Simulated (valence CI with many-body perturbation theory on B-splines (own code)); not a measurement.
# Questions on Sb18+

Computed by valence CI with perturbative core correlation (CI+MBPT): five valence electrons over a frozen Dirac-Fock core [Ar] 3d10, radial functions for each j: 9 s, 9 p, 8 d, 6 f, 3 g, 1 h, with the one-electron correlation potential Σ1, the two-electron term Σ2, the three-electron term Σ3, Breit, model QED; selected CI, second order for the rest (own B-spline code, finite nucleus).

No measured levels were compared; by estimate levels hold to about 250 cm⁻¹ or 0.2 % of their energy and the worst to 1 %, as in measured heavy ions of charge 2 to 7; those with d or f electrons hold less well. Among the levels kept, up to 300 cm⁻¹ of a level comes from second order outside the variational space, and about a tenth of that is noise between levels of different J, which matters for small intervals.

Levels are named by their leading jj configuration (3d3/2^4 stands for four electrons in 3d with j = 3/2), which in mixed levels can hold well under half, so a name can repeat and another be missing.

Rates and lifetimes use the calculated energies. Strong lines usually hold to 10 to 20 %, long lifetimes can be off by a factor of two.

Task: What is the ground level?

Result: (4s^2 4p1/2^2 4p3/2) J=3/2, composition 48 % 4s2 4p3 4S° + 33 % 4s2 4p3 2P° + 18 % 4s2 4p3 2D°, g = 1.560.

Task: What are the static dipole polarisabilities of the lowest levels?

Result: (4s^2 4p1/2^2 4p3/2) J=3/2 0.301 (tensor 0.013); (4s^2 4p1/2 4p3/2^2) J=3/2 0.313 (tensor 0.011); (4s^2 4p1/2 4p3/2^2) J=5/2 0.312; (4s^2 4p1/2 4p3/2^2) J=1/2 0.310 bohr³, of which the core gives 0.0163.

Task: How well does LS coupling describe the low levels?

Result: Among the lowest 20 levels the leading LS term, summed over configurations, holds 63 % on average. For single configurations the figures are 58 % in LS and 71 % in jj coupling. Terms mix most in the J = 1/2 level at 698850 cm⁻¹, where the leading one holds 40 %.

Task: Where does the other parity begin?

Result: At (4s 4p1/2^2 4p3/2^2) J=5/2, 425170 cm⁻¹.

Task: Name the longest-lived excited levels whose lifetime is computed, and their main decay.

Result: (4s^2 4p1/2 4p3/2^2) J=5/2 at 96301 cm⁻¹ lives 544 μs, mostly by M1 to (4s^2 4p1/2^2 4p3/2) J=3/2; (4s^2 4p1/2 4p3/2^2) J=3/2 at 74709 cm⁻¹ lives 111 μs, mostly by M1 to (4s^2 4p1/2^2 4p3/2) J=3/2; (4s^2 4p1/2 4p3/2^2) J=1/2 at 126230 cm⁻¹ lives 80.2 μs, mostly by M1 to (4s^2 4p1/2^2 4p3/2) J=3/2. The lifetime of (4s^2 4p1/2 4p3/2 4d5/2) J=9/2 is too uncertain to give, and may be longer.
